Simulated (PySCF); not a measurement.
CH4O2, SMILES OCO.

Geometry: B3LYP-D3(BJ)/def2-TZVP. One conformer was computed; it need not be the lowest.

Calculation: HF/def2-TZVPD (PySCF).

Symmetry labels are those of the subgroup C2 that the program uses (full group C2).

List the valence orbital energies around the gap with their symmetry. (An estimate is asked for; the answer gives what the named calculation found.)


| orbital | symmetry | energy (eV) |
|---|---|---|
| HOMO−7 | A | -24.91 |
| HOMO−6 | B | -20.46 |
| HOMO−5 | A | -17.93 |
| HOMO−4 | B | -17.55 |
| HOMO−3 | A | -16.80 |
| HOMO−2 | B | -13.73 |
| HOMO−1 | A | -13.61 |
| HOMO | B | -12.76 |
| LUMO | A | 1.67 |
| LUMO+1 | B | 2.38 |
| LUMO+2 | A | 2.62 |
| LUMO+3 | B | 2.73 |
